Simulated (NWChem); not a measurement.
Molecule: CH₈OSi₂; SMILES C[SiH2][SiH2]O

```xyz
12

C      0.9525    -2.1071    -0.3278
Si    -0.5177    -1.0872     0.3024
Si    -0.4262     1.1815    -0.3278
O      0.8913     1.9957     0.3224
H      0.8841    -3.1439     0.0197
H      1.9015    -1.6920     0.0285
H      0.9815    -2.1183    -1.4228
H     -1.7958    -1.6653    -0.2138
H     -0.5799    -1.1734     1.7945
H     -0.2562     1.3113    -1.7993
H     -1.7173     1.8398     0.0468
H      0.9513     1.9982     1.2879
```
Atoms are numbered in this order, from 1.

Computed with NWChem. Pople sets run with spherical d functions. Structure relaxed at the B3LYP/6-31G* (spherical d) level. Level B3LYP/6-31G*: energy and gradient on several grids; changes count from the extra-fine grid, which is no exact limit either.

```tsv
grid	size of the energy change (μHa)	largest change of a gradient component (μHa/bohr)	time, medium = 1 (rough)
xcoarse	1000	5000	about 1
coarse	100	100	about 1
medium	10	60	about 1
fine	< 10	< 30	about 1
xfine	< 10	< 30	2
```
